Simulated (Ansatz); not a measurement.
Harmonic frequencies (cm⁻¹) at PBE0-D4/def2-TZVP from Ansatz: 243, 484, 551, 667, 913, 936, 1002, 1054, 1068, 1225, 1453, 2590, 2682, 3139, 3222.

Question: Which molecule is it?
A. `ClBCCl`
B. `[NH2][AlH][SeH]`
C. `BCI`
D. `[SiH3][AlH][Br]`

Answer: C.
